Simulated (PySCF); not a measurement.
F3La, charge -1, doublet, geometry from GFN2-xTB (such geometries of metal compounds can be far from the true shape) (the multiplicity is a formal guess) (core potentials on La) (in this run its highest filled SCF level lies above zero, so its values depend strongly on the basis, on diffuse functions most of all). Base run: HF/def2-SVP (PySCF).

Input for PySCF:
```python
from pyscf import gto, scf, solvent

mol = gto.Mole()
mol.atom = '''
    La   -0.000000   -0.000000    0.000000
    F    -1.709187   -1.079119    0.058159
    F    -0.007186    1.863797   -0.784482
    F     1.716373   -0.784678    0.726323
'''
mol.basis = 'def2-svp'
mol.ecp = {'La': 'def2-svp'}
mol.charge = -1
mol.spin = 1
mol.verbose = 4
mol.build()

mf = scf.UHF(mol)
mf.kernel()
```

Variants of this job, named by their change:

| change | ΔE vs base (kJ/mol) |
|---|---|
| base | 0.00 |
| model = IEF-PCM; solvent = n-hexane; r_probe = 0.5 | -83.0 |
| model = IEF-PCM; solvent = n-hexane; vdw_scale = 1.1 | -105.5 |
| model = IEF-PCM; solvent = dichloromethane | -188.6 |
| model = COSMO; solvent = n-hexane | -78.2 |
| model = IEF-PCM; solvent = acetonitrile | -208.2 |
| model = SS(V)PE; solvent = n-hexane | -95.0 |
| model = IEF-PCM; solvent = methanol | -207.6 |
| model = IEF-PCM; solvent = n-hexane | -95.9 |
| model = IEF-PCM; solvent = n-hexane; lebedev_order = 41 | -96.1 |
| model = IEF-PCM; solvent = n-hexane; vdw_scale = 1.4 | -87.0 |
| model = ddCOSMO; solvent = n-hexane | -101.2 |

The base is the gas phase, so ΔE is the electrostatic part of solvation at a fixed geometry, without cavity and dispersion terms.

Open shells are given as the SCF converged; they aren't shown to be the lowest states, and a large step between rows can be another state.

The gas-phase anion may not be bound at this level, which the solvent then changes.
